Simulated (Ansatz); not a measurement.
`[BH2][Ga]([BH2])[F]` + `C=N` → `BN=C` + `[BH2][GaH][F]` at 500 K and 1 bar (cleavage of the B–Ga bond).

Computed with Ansatz on PBE0-D4/def2-TZVP structures; ΔE is electronic, products minus reactants. CCSD(T)/CBS adds triple-zeta CCSD(T) − MP2 to the extrapolated MP2 energy (def2 sets, frozen cores). This one scheme is used for every species. For Ga outer-core shells are correlated without core-valence functions, which leaves a few kJ/mol of doubt a bond. Scalar relativity is left out up to krypton.

```csv
species,CCSD(T)/CBS energy (Eh),H − E (kJ/mol),S (J/(mol·K))
`[BH2][Ga]([BH2])[F]`,-2075.69014,152.5,399.1
`C=N`,-94.52360,124.2,249.5
`BN=C`,-119.93970,162.4,290.1
`[BH2][GaH][F]`,-2050.32373,107.3,345.7
```

H − E and S are ideal-gas, rigid-rotor, harmonic terms from PBE0-D4/def2-TZVP. 1 Eh = 2625.50 kJ/mol, R = 8.31446 J/(mol·K).

Problem. By hand: ΔE, ΔH, ΔS and ΔG.

Solution. ΔE = (-119.93970) + (-2050.32373) − (-2075.69014) − (-94.52360) = -0.04969 Eh = -130.5 kJ/mol. Δ(H − E) = 162.4 + 107.3 − 152.5 − 124.2 = -7.0, so ΔH = -137.5 kJ/mol. ΔS = 290.1 + 345.7 − 399.1 − 249.5 = -12.8 J/(mol·K). ΔG = -137.5 − 500 × (-12.8)/1000 = -131.1 kJ/mol.

Problem. By hand: the equilibrium constant, and the temperature at which ΔG would vanish if ΔH and ΔS stayed fixed.

Solution. log₁₀ K = −ΔG/(RT ln 10) = 13.7. ΔG = 0 at ΔH/ΔS = 10742 K, far beyond where these terms or the molecules hold.

The number of gas molecules stays the same, so ΔS is small and ΔH decides. A doubt of 5 kJ/mol in ΔE shifts log₁₀ K by 0.5 here. These are equilibria of isolated gas molecules and say nothing of rates. Largest T1 diagnostic: 0.016 (customary marks: 0.02 for closed shells, 0.045 for open ones).
